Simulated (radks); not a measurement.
Q: Xe I, configuration [Kr] 4d10 5p6 5d2 (not the ground configuration). Calculated with a radial shooting solver on a logarithmic mesh with Libxc functionals: scalar-relativistic Kohn-Sham, exchange-only B88, spin-polarised, spherical densities, finite nucleus; open shells are filled with parallel spins first (spin-orbit coupling, left out, can overturn this in heavy ions); Fermi nuclear charge, rms radius 4.7859 fm. Some entries of the table are withheld. Estimate them.

orbital,occ.,eigenvalue (eV),<r> (bohr),<1/r> (bohr^-1)
1s down,1,-34385.22,0.02666,58.11
1s up,1,-34385.21,0.02666,58.11
2s up,1,-5359.500,0.1146,13.33
2s down,1,-5359.480,0.1146,13.33
2p up,3,-4810.591,0.1003,12.73
2p down,3,-4810.579,0.1003,12.73
3s up,1,-1103.509,0.3064,4.791
3s down,1,-1103.503,0.3064,4.791
3p up,3,-926.2249,0.3044,4.552
3p down,3,-926.2176,0.3044,4.552
3d up,5,-663.1511,0.2809,4.311
3d down,5,-663.1372,0.2809,4.311
4s up,1,-206.6377,0.7163,1.953
4s down,1,-206.6060,0.7164,1.953
4p up,3,-150.4495,0.7641,1.793
4p down,3,-150.4224,0.7641,1.793
4d up,5,-68.4654,0.8730,1.518
4d down,5,-68.4422,0.8728,1.518
5s up,0,-26.6229,1.794,0.7313
5s down,0,-26.2937,1.778,0.7380
5p up,3,-14.1084,(1),0.6057
5p down,3,-13.5282,(2),0.6169
5d up,2,-1.0316,4.649,0.2906

A: 
(1) 5p up <r> (bohr): 2.143
(2) 5p down <r> (bohr): 2.105
